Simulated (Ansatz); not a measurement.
BrCl, triplet, geometry from GFN2-xTB (a higher spin typed on purpose: for a closed-shell molecule this is an excited state); CAM-B3LYP/aug-cc-pVDZ (Ansatz, a quantum-chemistry and plane-wave program).

Here is a job for Ansatz.
Ansatz 0.2 input:
```yaml
crystal:
  periodic: [false, false, false]
  atoms:
    - {symbol: Cl, position_ang: [-0.00000000, -0.00000000, -1.77742018]}
    - {symbol: Br, position_ang: [0.00000000, 0.00000000, 0.86331837]}
basis:
  gaussian:
    orbitals: aug-cc-pVDZ
    point_charges:
      - {charge: 1.0, position_ang: [-4.0309, -1.4410, 0.1266]}
hamiltonian:
  xc: cam_b3lyp
magnetization: {spin_polarized: true, initial_magnetization: 2}
```

Task: Write the output that Ansatz gives for this input, abridged.

Result: 
```
Functional definition: CAM-B3LYP
659 factors; integrals over basis functions are off by at most 6.0e-4 eV
192 factors; integrals over basis functions are off by at most 2.6e-5 eV
mean field evaluation 1: about -82569.6812 eV, gradient 6.8e0 eV
mean field evaluation 2: about -82569.0816 eV, gradient 1.2e1 eV
mean field evaluation 4: about -82570.0202 eV, gradient 3.0e-1 eV
mean field evaluation 8: about -82570.0249 eV, gradient 6.5e-2 eV
mean field evaluation 16: about -82570.0281 eV, gradient 6.4e-3 eV
mean field evaluation 32: about -82570.0281 eV, gradient 6.7e-5 eV
mean field evaluation 64: about -82569.9993 eV, gradient 3.9e-1 eV
mean field -82570.02808681 eV, -3034.3925642150 hartree, gradient 2.9e-6 eV, S^2 2.007999; 6 other end points of the search recorded, 0 dependent functions left out
reference -82570.02819100 eV, -3034.3925680438 hartree; 27, 25 occupied and 36, 38 virtual orbitals, 659 factors
Total energy: -82570.02819100 eV, -3034.3925680438 hartree
```
